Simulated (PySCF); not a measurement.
**Spinor energies of Pm³⁺ (promethium, charge +3)**

Start: [Xe] 4f4; 4f5/2 filled at m_j = -1/2, +1/2, +3/2, +5/2. Calculated with PySCF 2.14 in x2c-TZVPPall-2c (11s11p10d4f2g, 140 functions): generalised Hartree-Fock with the X2C-1e Hamiltonian and a Gaussian nucleus; one run each with spin-orbit coupling (SO) switched off, then screened by Boettger's factors.

```json
{"spinor shell": "1s1/2", "electrons": "2", "ε, spin-free (eV)": "-45438.2", "ε, screened SO (eV)": "-45431.0", "weight of nominal j (screened SO)": "1.000", "rms radius, screened SO (bohr)": "0.0264"}
{"spinor shell": "2s1/2", "electrons": "2", "ε, spin-free (eV)": "-7529.2", "ε, screened SO (eV)": "-7527.0", "weight of nominal j (screened SO)": "1.000", "rms radius, screened SO (bohr)": "0.107"}
{"spinor shell": "2p1/2", "electrons": "2", "ε, spin-free (eV)": "-6720.9", "ε, screened SO (eV)": "-7114.2", "weight of nominal j (screened SO)": "1.000", "rms radius, screened SO (bohr)": "0.0918"}
{"spinor shell": "2p3/2", "electrons": "4", "ε, spin-free (eV)": "-6720.9", "ε, screened SO (eV)": "-6549.9", "weight of nominal j (screened SO)": "1.000", "rms radius, screened SO (bohr)": "0.0979"}
{"spinor shell": "3s1/2", "electrons": "2", "ε, spin-free (eV)": "-1715.4", "ε, screened SO (eV)": "-1714.6", "weight of nominal j (screened SO)": "1.000", "rms radius, screened SO (bohr)": "0.277"}
{"spinor shell": "3p1/2", "electrons": "2", "ε, spin-free (eV)": "-1456.1", "ε, screened SO (eV)": "-1537.1", "weight of nominal j (screened SO)": "1.000", "rms radius, screened SO (bohr)": "0.269"}
{"spinor shell": "3p3/2", "electrons": "4", "ε, spin-free (eV)": "-1456.1", "ε, screened SO (eV)": "-1420.3", "weight of nominal j (screened SO)": "1.000", "rms radius, screened SO (bohr)": "0.282"}
{"spinor shell": "3d3/2", "electrons": "4", "ε, spin-free (eV)": "-1100.0", "ε, screened SO (eV)": "-1115.1", "weight of nominal j (screened SO)": "0.997", "rms radius, screened SO (bohr)": "0.254"}
{"spinor shell": "3d5/2", "electrons": "6", "ε, spin-free (eV)": "-1100.0", "ε, screened SO (eV)": "-1089.2", "weight of nominal j (screened SO)": "0.998", "rms radius, screened SO (bohr)": "0.257"}
{"spinor shell": "4s1/2", "electrons": "2", "ε, spin-free (eV)": "-387.61", "ε, screened SO (eV)": "-387.35", "weight of nominal j (screened SO)": "1.000", "rms radius, screened SO (bohr)": "0.629"}
{"spinor shell": "4p1/2", "electrons": "2", "ε, spin-free (eV)": "-299.62", "ε, screened SO (eV)": "-318.83", "weight of nominal j (screened SO)": "0.981", "rms radius, screened SO (bohr)": "0.649"}
{"spinor shell": "4p3/2", "electrons": "4", "ε, spin-free (eV)": "-299.62", "ε, screened SO (eV)": "-290.95", "weight of nominal j (screened SO)": "0.990", "rms radius, screened SO (bohr)": "0.676"}
{"spinor shell": "4d3/2", "electrons": "4", "ε, spin-free (eV)": "-171.85", "ε, screened SO (eV)": "-178.86", "weight of nominal j (screened SO)": "0.775", "rms radius, screened SO (bohr)": "0.736"}
{"spinor shell": "4d5/2", "electrons": "6", "ε, spin-free (eV)": "-171.85", "ε, screened SO (eV)": "-166.95", "weight of nominal j (screened SO)": "0.850", "rms radius, screened SO (bohr)": "0.742"}
{"spinor shell": "5s1/2", "electrons": "2", "ε, spin-free (eV)": "-79.653", "ε, screened SO (eV)": "-79.607", "weight of nominal j (screened SO)": "1.000", "rms radius, screened SO (bohr)": "1.51"}
{"spinor shell": "5p1/2", "electrons": "2", "ε, spin-free (eV)": "-54.925", "ε, screened SO (eV)": "-58.087", "weight of nominal j (screened SO)": "0.949", "rms radius, screened SO (bohr)": "1.67"}
{"spinor shell": "5p3/2", "electrons": "4", "ε, spin-free (eV)": "-54.925", "ε, screened SO (eV)": "-53.498", "weight of nominal j (screened SO)": "0.975", "rms radius, screened SO (bohr)": "1.76"}
{"spinor shell": "4f5/2", "electrons": "4", "ε, spin-free (eV)": "-44.166", "ε, screened SO (eV)": "-44.184", "weight of nominal j (screened SO)": "0.707", "rms radius, screened SO (bohr)": "0.999"}
```

```
   quantity     spin-free   screened SO
E (hartree)  -10012.47594  -10017.84398
        M_J             4             4
       ⟨J²⟩        24.008        23.352
       ⟨L²⟩        42.005        41.841
       ⟨S²⟩         6.003         5.979
```

The determinant has a definite M_J but mixes levels of different J.

Each row is a mean over spinors that exchange with the open shell spreads, by up to 11.088 eV (4d3/2).

Rows whose weight is well below 1 are mixtures of j = l ± 1/2: exchange outweighs spin-orbit coupling there, and the label is only the starting occupation.

Breit and QED terms are absent; they matter most for the inner s and p1/2 levels.

Densities and radii are taken from the X2C orbitals without a picture-change correction, which distorts them close to the nucleus.

Without spin-orbit coupling the j labels of p, d and f shells carry no meaning; the spin-free column gives the mean over the occupied spinors of each nl shell, and its ⟨J²⟩ belongs to a mixture of degenerate components.
